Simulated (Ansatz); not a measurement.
Relaxation of CH$_{4}$S$_{2}$Si (8 atoms, charge 0, multiplicity 1), to a largest force component of 0.015 eV/Å in at most 40 steps.

Theory: Ansatz, RKS B3LYP-D4/def2-SVP.

```xyz
8
Properties=species:S:1:pos:R:3
C -0.489 0.849 -0.340
Si -0.028 -0.659 0.440
S -0.991 -0.929 2.282
S 0.924 -0.340 2.364
H -1.430 0.745 -0.985
H -0.778 1.679 0.388
H 0.263 1.313 -1.001
H 0.312 -1.888 -0.243
```

Question: Where does it end, and by what steps?

Answer: The forces met the threshold. After 5 steps the energy has fallen by 0.665 eV; S3 moved furthest, 0.19 Å.

```
step  energy less start (eV)  largest force component (eV/Å)  accepted
   0                  0.0000                           3.669       yes
   1                 -0.5898                           1.447       yes
   2                 -0.6225                           0.769       yes
   3                 -0.6629                           0.097       yes
   4                 -0.6643                           0.072       yes
   5                 -0.6646                           0.005       yes
```

```xyz
8
Properties=species:S:1:pos:R:3
C -0.534 0.916 -0.385
Si -0.055 -0.612 0.570
S -1.084 -1.058 2.377
S 1.041 -0.392 2.379
H -1.409 0.713 -1.024
H -0.780 1.729 0.313
H 0.294 1.240 -1.036
H 0.308 -1.766 -0.289
```

Whether the end is a true minimum wasn't checked by a vibrational analysis.

Run time: 13 s on 1 thread of AMD EPYC 9R45 96-Core Processor (Zen 5), with other jobs on the host, peak memory 0.2 GiB.
